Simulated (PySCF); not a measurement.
PySCF input file for F₂Re, SMILES [F][Re][F] (connectivity only; charge and spin as stated), neutral, multiplicity 6, PBE-D3(BJ)/def2-TZVP. The structure is a stationary point at PBE-D3(BJ)/def2-TZVP. The spin state was assumed, not searched. The def2 effective core potentials stand for the cores of Re; spin–orbit coupling is left out.

```python
import numpy as np
from pyscf import gto, scf, dft, df
from pyscf.hessian import thermo

mol = gto.M(
    atom='''
    Re    0.00000000    0.00000000    0.00000000
    F     0.00000000    0.00000000   -1.93094239
    F     0.00000000    0.00000000    1.93094239
    ''',
    basis='def2-TZVP',
    ecp={'Re': 'def2-tzvp'},
    charge=0,
    spin=5,
    max_memory=1600,
    verbose=3,
)
mf = dft.UKS(mol, xc='pbe').density_fit(auxbasis='def2-universal-jkfit')
mf.disp = 'd3bj'
mf.grids.level = 3
mf.conv_tol = 1e-11
mf.max_cycle = 100
mf.kernel()
fine, coarse = mf.grids, dft.Grids(mol).set(level=1).build(with_non0tab=True)
for _ in range(3):  # follow internal instabilities
    mf.grids = coarse
    mo, _, stable, _ = mf.stability(return_status=True, nroots=4)
    mf.grids = fine
    if stable:
        break
    mf.kernel(mf.make_rdm1(mo, mf.mo_occ))

# [left out here: the lines that compute and print the analytic Hessian (its translational invariance restored by hand, since the grid's response is missing), thermochemistry and intensities]
```

Log of the run:

```

WARN: HOMO -0.326052271445546 >= LUMO -0.364983715140799


WARN: HOMO -0.0946656284862959 >= LUMO -0.151617987519512

converged SCF energy = -277.929178820982  <S^2> = 8.7553293  2S+1 = 6.0017762
<class 'pyscf.df.df_jk.DFUKS'> wavefunction is stable in the internal stability analysis

WARN: DFTD3 does not support analytical Hessian, using finite difference


WARN: Mole.unit (angstrom) is changed to Bohr

Mode                                 0                   1                   2
Irrep
Freq [cm^-1]                      109.8293            109.8293            606.3848
Reduced mass [au]                  22.4086             22.4086             22.4086
Force const [Dyne/A]                0.1593              0.1593              4.8547
Char temp [K]                     158.0199            158.0199            872.4528
Normal mode                   x     y     z       x     y     z       x     y     z
       0  Re                 0.01 -0.03  0.00    0.03  0.01  0.00    0.00 -0.00 -0.03
       1   F                -0.03  0.15  0.00   -0.15 -0.03  0.00   -0.00  0.00  0.15
       2   F                -0.03  0.15 -0.00   -0.15 -0.03 -0.00   -0.00  0.00  0.15
Mode                                 3
Irrep
Freq [cm^-1]                      617.9419
Reduced mass [au]                  18.9984
Force const [Dyne/A]                4.2743
Char temp [K]                     889.0808
Normal mode                   x     y     z
       0  Re                 0.00 -0.00  0.00
       1   F                -0.00  0.00 -0.16
       2   F                -0.00  0.00  0.16
temperature 298.1500 [K]
pressure 101325.00 [Pa]
Rotational constants [GHz] inf 3.56723 3.56723
Symmetry number 2
Zero-point energy (ZPE) 0.00329 [Eh]   8636.951 [J/mol]
                           tot       elec      trans        rot        vib
Entropy [J/mol/K]       286.717     14.898    176.250     64.598     30.972
Cv [J/mol/K]             45.450      0.000     12.472      8.314     24.664
Cp [J/mol/K]             53.765      0.000     20.786      8.314     24.664
Internal energy [J/mol]                      3718.434   2478.956  13202.092
Internal energy [Eh]   -277.92179  -277.92918
Enthalpy [J/mol]                             6197.391   2478.956  13202.092
Enthalpy [Eh]          -277.92085
Gibbs free energy [J/mol]                  -46351.408 -16780.974   3967.813
Gibbs free energy [Eh] -277.95341
mode   freq/cm-1   IR/(km/mol)
   1      109.83         8.410
   2      109.83         8.410
   3      606.38       231.954
   4      617.94         0.000
max |gradient| / (hartree/bohr): 3.503571150319046e-05
APT charges: [ 1.2612 -0.6306 -0.6306]
```

The calculation finished and met its thresholds.
